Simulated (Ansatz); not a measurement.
Molecule: ZnS, charge 0, multiplicity 1. 
Coordinates optimised at B3LYP-D3(BJ)/def2-TZVP (Ansatz, a program for electronic structure):
```xyz
2

Zn     0.0000     0.0000    -0.7229
S      0.0000     0.0000     1.3554
```

Property: atomisation energy (electronic, to ground-state atoms), in kJ/mol. Correlated levels leave the core frozen unless marked. UHF or UKS for open shells. No spin-orbit coupling. The frozen core is the preceding noble-gas configuration, with the filled d and f shells of earlier blocks. Non-relativistic. The coupled-cluster limit lacks core correlation, which all-electron functionals hold. CBS(X,Y): correlation extrapolated as X^-3; Hartree-Fock from the larger set.

```tsv
level	program	atomisation energy (kJ/mol)
PBE-D3(BJ)/def2-TZVPD	Ansatz + dftd3	163.2
B3LYP-D4/def2-TZVPD	Ansatz + dftd4	126.3
PBE0/def2-SVP	Ansatz	127.2
r2SCAN0/def2-TZVPD	Ansatz	132.2
LC-wPBE-D3(BJ)/def2-TZVPD	Ansatz + dftd3	125.6
B2PLYP-D3(BJ)/def2-TZVPD	Ansatz + dftd3	138.2
MP2/6-31G*	Ansatz	135.5
MP2/def2-SVPD	Ansatz	155.4
MP2/def2-TZVPP	Ansatz	151.3
SCS-MP2/6-31G	Ansatz	77.7
CCSD/6-31G	Ansatz	66.6
CCSD/CBS(def2-TZVPP,def2-QZVPP)	Ansatz	120.9
CCSD(T)/6-31G	Ansatz	78.1
CCSD(T)/def2-TZVPP	Ansatz	123.9
CCSD(T)/CBS(def2-TZVPPD,def2-QZVPPD)	Ansatz	146.4
```

The Hartree-Fock reference is unstable (checked in the largest basis), which strains HF and MP2.
